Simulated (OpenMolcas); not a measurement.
## Ir3+: moving or changing the point charges

Ir3+ among 6 point charges of -1.7 e arranged as a trigonal prism (D3h), 1.93 Å from the ion, with a polar angle of 57.4° against the regular 49.1°.

- Program: OpenMolcas
- Method: SS-CASPT2, IPEA 0.25 Eh, imaginary shift 0.1 Eh (closed shells correlated: 4f 5s 5p)
- Basis: ANO-RCC-VDZP [7s6p4d2f]
- Scalar Hamiltonian: DKH2, point nucleus
- Active space: 6 electrons in 5 orbitals (5d)
- State averaging: 2S+1 = 5 even, 5 roots; 2S+1 = 3 even, 45 roots; 2S+1 = 1 even, 50 roots
- Spin-orbit coupling: state interaction with AMFI integrals over the reference wave functions

Runs around this geometry, states (labels of D3, the rotations of D3h). Energies in cm-1 above the lowest state or level, χT in cm3 K/mol.

| R (Å) | q (e) | Polar angle / regular | Ground state | First state of that spin | First gap with spin-orbit (degeneracies) | χT at 300 K | First state of another spin |
| --- | --- | --- | --- | --- | --- | --- | --- |
| 1.93 | -1.7 | 1.08 | 5A1 | 5E 240 | 1190 (2, 2) | 4.527 | 3E 10780 |
| 1.93 | -0.85 | 1.17 | 5A1 | 5E 3730 | 330 (1, 2) | 4.043 | 3A2 17130 |
| 1.93 | -1.7 | 1.17 | 5A1 | 5E 6390 | 500 (1, 2) | 3.008 | 3A2 15300 |
| 2.12 | -1.7 | 1.17 | 5A1 | 5E 5030 | 430 (1, 2) | 3.500 | 3A2 16760 |

Taking the first state of the same spin as R^-n, n = -ln(5030 / 6390) / ln(2.12 / 1.93) = 2.5 between the shortest and longest distance.

Scaling the charges by -0.85 / -1.7 = 0.50 scales the first state of the same spin by 3730 / 6390 = 0.58; with fixed orbitals a first-order splitting would follow the charge.

Roots that are degenerate in the reference are averaged as groups; the widest CASPT2 spread within a group is 160 cm-1 (the 2-fold group of multiplicity 1 near 28600 cm-1 above the lowest state of its run, R = 2.12, q = -1.7, ratio = 1.17). Shifts and gaps below about the spread of the groups concerned are not significant. Point charges give a weaker field than real ligands, and real ions of this kind are as a rule low spin; the high spin found here belongs to the model. Free-ion shares, where given, are those of the reference states; single-state CASPT2 does not remix them. Spin-orbit coupling mixes the spin-free states strongly: the lowest level takes only 65 % from its leading state, 5A1 (figures for R = 1.93, q = -0.85, ratio = 1.17; the like holds for R = 2.12, q = -1.7, ratio = 1.17). This shell can be high or low spin here, a state of another spin lies low, and with metal d orbitals alone active their balance is uncertain, so the ground spin may be wrong (holds for R = 1.93, q = -1.7, ratio = 1.08). The ground term spreads over less than 5000 cm-1, several times less than with real ligands, so orbital moments are less quenched and χT lies further from the spin-only value than at real sites (holds for R = 1.93, q = -0.85, ratio = 1.17). This is an electrostatic model: the charges have no orbitals. No measured value stands beside these numbers.
